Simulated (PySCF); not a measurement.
Compound: C5H4F3NS.
Atom-mapped SMILES: `[CH3:1][c:2]1[cH:3][c:4]([C:5]([F:6])([F:7])[F:8])[n:9][s:10]1`

Structure used (GFN2-xTB), in Å, numbered top down from 1:
```
atom  x, y, z in Å
C1    -2.5694    0.0833    0.2641
C2    -1.1611   -0.3053    0.0152
C3    -0.0538    0.4922   -0.1010
C4     1.0873   -0.2995   -0.3373
C5     2.4773    0.2288   -0.5165
F6     2.9985   -0.0845   -1.7114
F7     2.5128    1.5688   -0.4260
F8     3.3288   -0.2363    0.4089
N9     0.8911   -1.5948   -0.4004
S10   -0.6722   -1.9518   -0.1808
H11   -2.9367   -0.3792    1.1792
H12   -3.2066   -0.2481   -0.5545
H13   -2.6506    1.1630    0.3581
H14   -0.0459    1.5629   -0.0247
```

NICS is the negative of the GIAO shielding at a point without a nucleus: at the ring centre (0) and 1 Å above and below it (1); zz is the component along the ring normal. Level: GIAO PBE0/pcSseg-1 (PySCF, non-relativistic, gas phase) on the GFN2-xTB geometry, one conformer.

Ring bond lengths (Å), with Mayer bond orders in brackets: C2–C3 1.370 (1.52), C3–C4 1.409 (1.18), C4–N9 1.312 (1.59), N9–S10 1.618 (1.20), S10–C2 1.729 (1.21).

Problem. Give the NICS values of each ring in ppm.

Solution. 
```csv
ring,type,NICS(0),"NICS(1), two faces","NICS(1)zz, two faces",rms pucker (Å),"centre to ring atoms, mean (Å)"
C2–C3–C4–N9–S10,5-membered ring with N and S; formal bonds all aromatic,-12.1,-11.6 / -11.6,-27.1 / -27.1,0.00,1.26
```

Problem. What do they say, and how far can they be read as aromaticity?

Solution. 
- C2–C3–C4–N9–S10: mean NICS(1)zz -27.1 ppm, shielded. For a flat ring without four-coordinate atoms the NICS criterion counts such a value as aromatic.

Hardware: one thread of an Intel Xeon Platinum 8488C, shared host. Cost: 36 s wall (grids of density and orbitals included), 0.89 GiB resident at most. This is the whole shielding run at PBE0/pcSseg-1, SCF included.
